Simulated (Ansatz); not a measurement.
Ansatz (an electronic-structure program) input:

Ansatz 0.2 input:
```yaml
crystal:
  periodic: [false, false, false]
  atoms:
    - {symbol: Fe, position_ang: [0.00000000, 0.00000000, 0.00000000]}
    - {symbol: Cl, position_ang: [-0.00000000, -0.00000000, -2.14444865]}
    - {symbol: Cl, position_ang: [0.00000000, 0.00000000, 2.14444865]}
basis:
  gaussian:
    orbitals: def2-TZVPD
hamiltonian:
  xc: {name: wB97M-V}
magnetization: {spin_polarized: true, initial_magnetization: 4}
output: {forces: true}
```

### Question
Predict the final energy.

### Answer
-2184.14905 Eh (wB97M-V/def2-TZVPD). The basis has 140 functions.

The spin state was set by rule; other spins were not relaxed.
